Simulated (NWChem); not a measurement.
Molecule: C2H3ClO2Si; SMILES O=C1C[Si@@H](Cl)O1

```xyz
9

O      0.4208     2.7308    -0.5100
C      0.1115     1.6411    -0.1574
C     -1.2195     0.8784    -0.2608
Si    -0.2617    -0.4588     0.6262
Cl     0.2027    -2.1445    -0.4360
O      0.9413     0.7568     0.4892
H     -1.5181     0.6940    -1.3028
H     -2.0386     1.3950     0.2604
H     -0.5401    -0.8392     2.0270
```
Atoms are numbered in this order, from 1.

Coordinates come from a PBE0/def2-SVP optimisation.

**Question.** Give the principal values of the shielding tensors (ppm) of O1, C2, C3, Si4, Cl5 from PBE0/pcSseg-1, GIAO (NWChem), with their diamagnetic and paramagnetic parts as GIAO splits them.

**Answer.** 
```tsv
atom	σ11	σ22	σ33	isotropic	diamagnetic	paramagnetic
O1	-406.7	-228.2	222.4	-137.5	403.4	-540.9
C2	-91.5	70.7	74.8	18.0	250.6	-232.6
C3	107.3	157.6	179.5	148.1	253.3	-105.2
Si4	293.1	332.2	398.6	341.3	879.5	-538.2
Cl5	758.0	898.9	997.6	884.9	1148.5	-263.6
```
